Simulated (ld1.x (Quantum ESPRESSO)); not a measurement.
Scattering properties, ultrasoft potential for As (Z = 33)

```json
{
 "Element": "As",
 "Generator": "ld1.x (Quantum ESPRESSO) 7.5",
 "Type": "ultrasoft",
 "Functional": "BLYP",
 "Relativity": "scalar-relativistic",
 "Frozen core": "[Ar] 3d10",
 "Valence charge": "5",
 "Reference configuration": "4s1.5 4p3.5",
 "Partial waves": "4s (bound): rcut 1.60, rcutus 1.75 bohr; 4s channel at 3.9 Ry: rcut 1.60, rcutus 1.75 bohr; 4p (bound): rcut 1.80, rcutus 2.05 bohr; 4p channel at 0.05 Ry: rcut 1.80, rcutus 2.05 bohr; 4d channel at -0.1 Ry: rcut 1.40, rcutus 1.90 bohr; 4d channel at 2.3 Ry: rcut 1.40, rcutus 1.90 bohr",
 "Local potential": "all-electron potential smoothed inside 2.02 bohr (lloc = -1)",
 "Core correction": "a·sin(br)/r model core inside 1.60 bohr",
 "Augmentation charge": "PSQ, radius 1.30 bohr"
}
```

The phase is arctan(r·u′/u) with u = r·R(r), unwrapped; energies in Ry, scanned from -3 to 5 Ry. A pole is an energy at which the radial function vanishes at the test radius. The pseudo phase is shifted by a multiple of π to meet the all-electron one at the reference energy, and phase errors are pseudo minus all-electron; the curves can meet again beyond the range given. Levels narrower than the energy grid can be missing from the lists of poles.

| channel | radius (bohr) | reference energy (Ry) | poles, all-electron | poles, pseudo | unbroken range about the reference energy with phases within 0.05 rad | phase error 1 Ry above the reference energy (rad) |
| --- | --- | --- | --- | --- | --- | --- |
| s | 2.25 | -1.09 | 0.37 | 0.37 | the whole range | -0.000 |
| p | 2.25 | -0.40 | 1.76 | 1.75 | below 5.0 | -0.000 |
| d | 2.25 | -0.10 | 4.17 | 1.28, 4.36 | -2.8 to 0.9 | -0.038 |

Phases in the p channel:

| E (Ry) | all-electron | pseudo |
| --- | --- | --- |
| -3.00 | 1.254 | 1.254 |
| -2.76 | 1.234 | 1.233 |
| -2.52 | 1.208 | 1.208 |
| -2.28 | 1.177 | 1.177 |
| -2.04 | 1.137 | 1.137 |
| -1.80 | 1.085 | 1.085 |
| -1.56 | 1.013 | 1.013 |
| -1.32 | 0.908 | 0.908 |
| -1.08 | 0.747 | 0.747 |
| -0.84 | 0.482 | 0.482 |
| -0.60 | 0.061 | 0.061 |
| -0.36 | -0.447 | -0.447 |
| -0.12 | -0.846 | -0.846 |
| 0.12 | -1.093 | -1.093 |
| 0.36 | -1.246 | -1.246 |
| 0.60 | -1.347 | -1.347 |
| 0.84 | -1.417 | -1.417 |
| 1.08 | -1.470 | -1.471 |
| 1.32 | -1.512 | -1.512 |
| 1.56 | -1.546 | -1.547 |
| 1.80 | -1.576 | -1.576 |
| 2.04 | -1.601 | -1.602 |
| 2.28 | -1.625 | -1.626 |
| 2.52 | -1.647 | -1.648 |
| 2.76 | -1.669 | -1.670 |
| 3.00 | -1.690 | -1.692 |
| 3.24 | -1.712 | -1.715 |
| 3.48 | -1.734 | -1.739 |
| 3.72 | -1.759 | -1.765 |
| 3.96 | -1.786 | -1.795 |
| 4.20 | -1.818 | -1.830 |
| 4.44 | -1.854 | -1.873 |
| 4.68 | -1.899 | -1.927 |
| 4.92 | -1.956 | -1.999 |
